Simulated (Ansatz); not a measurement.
The first iterations of a band of C₄H₉NSi (15 atoms, charge 0, multiplicity 1).

These are results of RKS PBE0-D4/6-31G* (Ansatz 0.2.0), not measurements.

| Quantity | Value |
| --- | --- |
| movable images | 6 |
| climbing image | no |
| spring | 5.0 eV/Å² |
| optimiser | quadratic models (default) |
| start path | through a guess of the saddle point |
| force threshold | 0.05 eV/Å |
| iteration limit | 60 |
| end points | relaxed |

First end point:

```xyz
15
Properties=species:S:1:pos:R:3
C 0.025 -2.163 0.348
C -0.423 -0.915 0.512
C 0.156 0.255 -0.168
Si 1.619 0.066 -1.367
N -0.248 1.468 -0.039
C -1.362 1.770 0.842
H 0.861 -2.399 -0.308
H -0.430 -3.003 0.866
H -1.264 -0.745 1.182
H 2.797 -0.539 -0.679
H 1.261 -0.841 -2.498
H 1.980 1.404 -1.892
H -2.291 1.288 0.507
H -1.175 1.453 1.877
H -1.526 2.851 0.846
```

Last end point:

```xyz
15
Properties=species:S:1:pos:R:3
C 0.235 -2.098 0.589
C -0.324 -0.884 0.627
C 0.122 0.244 -0.206
Si 1.553 0.046 -1.442
N -0.382 1.426 -0.192
C -1.485 1.731 0.702
H 1.068 -2.334 -0.071
H -0.121 -2.907 1.219
H -1.155 -0.712 1.308
H 1.243 -1.013 -2.448
H 1.770 1.341 -2.129
H 2.806 -0.369 -0.743
H -2.373 1.122 0.484
H -1.221 1.574 1.757
H -1.760 2.782 0.576
```

| iteration | highest image above the first end (eV) | largest band force component (eV/Å) |
| --- | --- | --- |
| 1 | 1.210 | 4.672 |
| 2 | 0.189 | 1.644 |

Task: Does the band converge within its limit, and where does its top end?

Result: It converged. It ended after 6 iterations with the highest image 0.010 eV above the first end. No image climbed, so the highest image needn't sit at the top of the path.

Time of the run: 4.6 min on 2 threads of Arm Neoverse N1, on a shared host, peak memory 0.28 GiB.
